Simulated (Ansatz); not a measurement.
Consider the cleavage of the Si–Si bond: `N[SiH2][SiH](O)S` + `[SiH3][SeH]` → `N[SiH2][Se][SiH3]` + `O[SiH2]S`.

Gas-phase electronic energies from Ansatz, PBE0-D4/def2-TZVP geometries. CCSD(T)/CBS adds triple-zeta CCSD(T) − MP2 to the extrapolated MP2 energy (def2 sets, frozen cores). Functionals use def2-TZVPP. B3LYP here is the variant with VWN-RPA as its local correlation; programs differ in this. For Se outer-core shells are correlated without core-valence functions, which leaves a few kJ/mol of doubt a bond. Scalar relativity is left out up to krypton. One conformer a species, not always the lowest.

```json
{"level": "PBE-D4", "ΔE (kcal/mol)": "-18.0", "difference from CCSD(T)/CBS": "3.4"}
{"level": "PBE0-D4", "ΔE (kcal/mol)": "-19.3", "difference from CCSD(T)/CBS": "2.1"}
{"level": "B3LYP-D4", "ΔE (kcal/mol)": "-19.6", "difference from CCSD(T)/CBS": "1.8"}
{"level": "ωB97X-V", "ΔE (kcal/mol)": "-19.8", "difference from CCSD(T)/CBS": "1.6"}
{"level": "ωB97M-V", "ΔE (kcal/mol)": "-21.4", "difference from CCSD(T)/CBS": "0.0"}
{"level": "r2SCAN", "ΔE (kcal/mol)": "-20.4", "difference from CCSD(T)/CBS": "1.0"}
{"level": "PBE0", "ΔE (kcal/mol)": "-19.4", "difference from CCSD(T)/CBS": "2.0"}
{"level": "B3LYP", "ΔE (kcal/mol)": "-19.7", "difference from CCSD(T)/CBS": "1.7"}
{"level": "HF/def2-TZVPP", "ΔE (kcal/mol)": "-22.6", "difference from CCSD(T)/CBS": "-1.2"}
{"level": "MP2/def2-TZVPP", "ΔE (kcal/mol)": "-23.2", "difference from CCSD(T)/CBS": "-1.8"}
{"level": "SCS-MP2/def2-TZVPP", "ΔE (kcal/mol)": "-22.5", "difference from CCSD(T)/CBS": "-1.1"}
{"level": "CCSD/def2-TZVPP", "ΔE (kcal/mol)": "-20.6", "difference from CCSD(T)/CBS": "0.8"}
{"level": "MP2/def2-QZVPP", "ΔE (kcal/mol)": "-23.7", "difference from CCSD(T)/CBS": "-2.3"}
{"level": "SCS-MP2/def2-QZVPP", "ΔE (kcal/mol)": "-22.9", "difference from CCSD(T)/CBS": "-1.5"}
{"level": "HF/CBS(def2)", "ΔE (kcal/mol)": "-22.7", "difference from CCSD(T)/CBS": "-1.3"}
{"level": "CCSD/CBS(def2)", "ΔE (kcal/mol)": "-21.5", "difference from CCSD(T)/CBS": "-0.1"}
{"level": "CCSD(T)/CBS", "ΔE (kcal/mol)": "-21.4", "difference from CCSD(T)/CBS": "0"}
```

Largest T1 diagnostic among the species: 0.012.

From PBE to PBE0 (25 % exact exchange), in def2-TZVPP and without D4, ΔE moves by −1.3 kcal/mol.
